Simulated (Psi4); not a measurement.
ClTl (SMILES [Cl][Tl]), singlet, geometry from GFN2-xTB (such geometries of metal compounds can be far from the true shape) (core potentials on Tl), with bond 2-1 at 1.25 times its length; HF/def2-SVP run with Psi4.

Psi4 was given this input:
```
memory 2 GB

molecule mol {
0 1
Tl   -0.000000   -0.000000   -0.449804
Cl    0.000000    0.000000    2.791433
}

set {
  basis def2-svp
  reference uhf
  stability_analysis follow
  scf_type pk
}

energy('scf')
print_variables()
```

Q: Write the output that Psi4 gives for this input, abridged.

A: 
```
   => Loading Basis Set <=

    Name: DEF2-SVP
    Role: ORBITAL
    Keyword: BASIS

    !!!  WARNING: ECP capability is in beta. Please check occupations closely.  !!!

         ---------------------------------------------------------
                                   SCF
               by Justin Turney, Rob Parrish, Andy Simmonett
                          and Daniel G. A. Smith
                              UHF Reference
         ---------------------------------------------------------

  ==> Geometry <==

    Molecular point group: c2v
    Full point group: C_inf_v

    Geometry (in Angstrom), charge = 0, multiplicity = 1:

       Center              X                  Y                   Z               Mass
    ------------   -----------------  -----------------  -----------------  -----------------
         TL           0.000000000000     0.000000000000    -0.472371382657   204.974427800000
         CL           0.000000000000     0.000000000000     2.768865617343    34.968852682000

  Running in c2v symmetry.

  Rotational constants: A = ************  B =      0.05372  C =      0.05372 [cm^-1]
  Rotational constants: A = ************  B =   1610.36065  C =   1610.36065 [MHz]
  Nuclear repulsion =   58.285236225919299

  Charge       = 0
  Multiplicity = 1
  Electrons    = 38
  Nalpha       = 19
  Nbeta        = 19

  ==> Algorithm <==

  SCF Algorithm Type is PK.
  DIIS enabled.
  MOM disabled.
  Fractional occupation disabled.
  Guess Type is SAD.
  Energy threshold   = 1.00e-06
  Density threshold  = 1.00e-06
  Integral threshold = 1.00e-12

  ==> Primary Basis <==

  Basis Set: DEF2-SVP
    Blend: DEF2-SVP
    Number of shells: 18
    Number of basis functions: 44
    Number of Cartesian functions: 47
    Spherical Harmonics?: true
    Max angular momentum: 2

  Core potential: DEF2-SVP
    Number of shells: 4
    Number of ECP primitives: 26
    Number of ECP core electrons: 60
    Max angular momentum: 3

  ==> Integral Setup <==

  Using in-core PK algorithm.
   Calculation information:
      Number of atoms:                   2
      Number of AO shells:              18
      Number of primitives:             41
      Number of atomic orbitals:        47
      Number of basis functions:        44

      Integral cutoff                 1.00e-12
      Number of threads:                 1

  Performing in-core PK
  Using 981090 doubles for integral storage.
  We computed 13358 shell quartets total.
[...]
    Wavefunction stable under totally symmetric rotations.
[...]
    Lowest UHF->UHF stability eigenvalues:
      A1 0.075348        B2 0.098620        B1 0.098620        A2 0.152929

    Stability analysis over.

  ==> Post-Iterations <==

   @Spin Contamination Metric:  -2.131628207E-14
   @S^2 Expected:                0.000000000E+00
   @S^2 Observed:               -2.131628207E-14
   @S   Expected:                0.000000000E+00
   @S   Observed:                0.000000000E+00

    Orbital Energies [Eh]
    ---------------------

    Alpha Occupied:

[...]
      10A1    -0.318289

    Alpha Virtual:

[...]
      21A1    57.067566

    Beta Occupied:

[...]
      10A1    -0.318289

    Beta Virtual:

[...]
      21A1    57.067566

    Final Occupation by Irrep:
             A1    A2    B1    B2
    DOCC [    10,    1,    4,    4 ]
    SOCC [     0,    0,    0,    0 ]
    NA   [    10,    1,    4,    4 ]
    NB   [    10,    1,    4,    4 ]

  @UHF Final Energy:  -630.90929814686046

   => Energetics <=

    Nuclear Repulsion Energy =             58.2852362259192986
    One-Electron Energy =               -1054.5910558121674967
    Two-Electron Energy =                 365.3965214393877545
    Total Energy =                       -630.9092981468604648

  UHF NO Occupations:
  HONO-2 :    9 A1 2.0000000
  HONO-1 :    4 B1 2.0000000
  HONO-0 :   10 A1 2.0000000
  LUNO+0 :   11 A1 0.0000000
  LUNO+1 :    5 B1 0.0000000
  LUNO+2 :    5 B2 0.0000000
  LUNO+3 :   12 A1 0.0000000

Computation Completed

Properties will be evaluated at   0.000000,   0.000000,   0.000000 [a0]

Properties computed using the SCF density matrix

 Multipole Moments:

 ------------------------------------------------------------------------------------
     Multipole            Electronic (a.u.)      Nuclear  (a.u.)        Total (a.u.)
 ------------------------------------------------------------------------------------

 L = 1.  Multiply by 2.5417464519 to convert [e a0] to [Debye]
 Dipole X            :          0.0000000            0.0000000            0.0000000
 Dipole Y            :          0.0000000            0.0000000            0.0000000
 Dipole Z            :        -74.0706068           70.2050574           -3.8655494
 Magnitude           :                                                    3.8655494

 ------------------------------------------------------------------------------------

  Variable Map:
  ----------------------------------------------------------------------------
[...]
[...]
```
